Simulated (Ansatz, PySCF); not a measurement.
Mean bond length (Å) of eight compounds of closed-shell metals: PBE-D3(BJ) beside ωB97X-D3(BJ), computed with Ansatz (a first-principles code) and PySCF for isolated molecules in the bases named; differences from unrounded values. The eight are the first of their class met in an unordered collection, after screening for sound electronic states; none was chosen by its value. Each level has its own optimised geometry.

| molecule | basis | ωB97X-D3(BJ) | PBE-D3(BJ) | difference |
|---|---|---|---|---|
| Al(Me)(SiH3)2 (CH9AlSi2), SMILES [SiH3][Al]([CH3])[SiH3] | def2-SVP | 1.596 | 1.609 | 0.013 |
| Al(H)(NMe2)(SH) (C₂H₈AlNS), SMILES C[N](C)[AlH][SH] | def2-SVP | 1.369 | 1.379 | 0.010 |
| Ga(OH)2(PH2) (GaH4O2P), SMILES [OH][Ga]([OH])[PH2] | def2-SVP | 1.518 | 1.538 | 0.020 |
| Al(Br)(vinyl)(NH2) (C₂H₅AlBrN), SMILES C=[CH][Al]([NH2])[Br] | def2-SVP | 1.403 | 1.413 | 0.011 |
| Al(Cl)(OMe)(NH2) (CH₅AlClNO), SMILES C[O][Al]([NH2])[Cl] | def2-SVP | 1.365 | 1.375 | 0.010 |
| H6MgOSi2, SMILES [Mg]([SiH3])[O][SiH3] | def2-SVP | 1.663 | 1.677 | 0.015 |
| Be(NMe2)(SeH) (C₂H₇BeNSe), SMILES C[N](C)[Be][SeH] | def2-SVP | 1.322 | 1.330 | 0.008 |
| AlF2H3O2Si, SMILES F[SiH]([Al]([OH])[OH])F | def2-SVP | 1.559 | 1.574 | 0.015 |

PBE-D3(BJ) lies below ωB97X-D3(BJ) in 0 and above it in 8 of the eight; the mean signed difference is 0.013 and the largest 0.020 Å.
